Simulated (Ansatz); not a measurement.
Pb₃Se₂, relaxed as a singlet with RKS r2SCAN-D4/def2-SVP in Ansatz, starting from the GFN1-xTB geometry. Force threshold 0.02 eV/Å.

In the def2 sets Pb takes a core potential; there is no spin–orbit coupling. The structure comes from a short search, and lower isomers may exist.

Start:

```xyz
5

Pb    2.0571    0.4764   -1.2442
Pb   -0.2933   -1.5423   -1.8776
Pb   -1.1033    0.6623    1.9724
Se   -1.8151   -1.0875    0.1788
Se    1.1545    1.4912    0.9706
```

**Question.** Estimate the energy that the relaxation releases and the steps that it takes.

**Answer.** 0.66 eV, in 25 steps; 81 s on 4 threads of Arm Neoverse V1 on a shared host. The force fell under the threshold at step 5, but the optimiser went on and released 0.571 eV more. No frequencies were taken in this run, so the end may be a saddle point.

**Question.** Does the start keep its bonding and symmetry?

**Answer.** By distances, no bond broke or formed, bridged metal pairs apart. The bond that changes most is Pb3–Se4, from 2.60 to 2.81 Å (atoms count from 1). Metal–metal contacts that move far: Pb1–Pb3 4.51 to 3.33 Å, Pb2–Pb3 4.51 to 3.33 Å. The end is the same structure that another start reached. Point group C2v at the start, Cs at the end, both within 0.05 Å.

**Question.** Predict the relaxed structure.

**Answer.** 
```xyz
5

Pb    2.0879    0.4186   -0.7343
Pb   -0.3830   -1.7476   -1.3858
Pb   -0.2312   -0.2214    1.5720
Se   -2.3873   -0.6485   -0.1776
Se    0.9136    2.1990    0.7258
```
Bond lengths (bridged metal pairs left out): 4 × Pb–Se 2.58 to 2.81 Å; 1 × Pb–Pb 3.35 Å.
